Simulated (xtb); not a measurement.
A run for xtb: GFN1-xTB on C2H5 (SMILES [CH2]C).

```
$ xtb mol.xyz --gfn 1 --sp --chrg 0 --uhf 1
7

C     -0.61308692     0.09346416     0.00828187
C      0.85245320    -0.12122941    -0.06647209
H     -1.16185452    -0.63258657    -0.59620508
H     -0.89457346     1.09630146    -0.32153998
H     -0.99049996    -0.01166735     1.03730069
H      1.26418034    -1.11513187    -0.17418390
H      1.54338132     0.69084958     0.11271849
```

Question: What total energy does the run end on?

Answer: -6.8376 hartree.
